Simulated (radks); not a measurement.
Results of a calculation; reference values are marked as such.
Mo3+, configuration [Kr] 4d3. Level of theory: non-relativistic Kohn-Sham, LDA (Slater exchange, Perdew-Wang correlation), spin-unpolarised, spherical densities, point nucleus; relativity is left out, which matters for an element this heavy (a radial shooting solver on a logarithmic mesh with Libxc functionals).

Unscreened Slater integrals over Kohn-Sham orbitals (cm^-1). Empty in this configuration: 5s.

integral,value
"F0(4d,4d)",124430
"F2(4d,4d)",62911
"F4(4d,4d)",41261
"F0(4d,4p)",139450
"F2(4d,4p)",68856
"G1(4d,4p)",86155
"G3(4d,4p)",52648
"F0(4d,4s)",143480
"G2(4d,4s)",63022
"F0(4d,3d)",167900
"F2(4d,3d)",30543
"F4(4d,3d)",13176
"G0(4d,3d)",9868.6
"G2(4d,3d)",11101
"G4(4d,3d)",8354.8
"F0(4d,5s)",85604
"G2(4d,5s)",16406
"F0(4p,4p)",161800
"F2(4p,4p)",85113
"F0(4p,4s)",168320
"G1(4p,4s)",114720
"F0(4p,3d)",209920
"F2(4p,3d)",48246
"G1(4p,3d)",15498
"G3(4p,3d)",14962
"F0(4p,5s)",89449
"G1(4p,5s)",7425.6
"F0(4s,4s)",175780
"F0(4s,3d)",224750
"G2(4s,3d)",17851
"F0(4s,5s)",90429
"G0(4s,5s)",4999.4
"F0(3d,3d)",482210
"F2(3d,3d)",237700
"F4(3d,3d)",151050
"F0(3d,5s)",97866
"G2(3d,5s)",2728.1
"F0(5s,5s)",72375

Derived for the open shells (J is the average intra-shell exchange parameter used in DFT+U). 4d: Racah B = F2/49 - 5 F4/441 = 816.1 cm^-1, C = 35 F4/441 = 3275 cm^-1, C/B = 4.01, F4/F2 = 0.656, J = (F2 + F4)/14 = 7441 cm^-1.
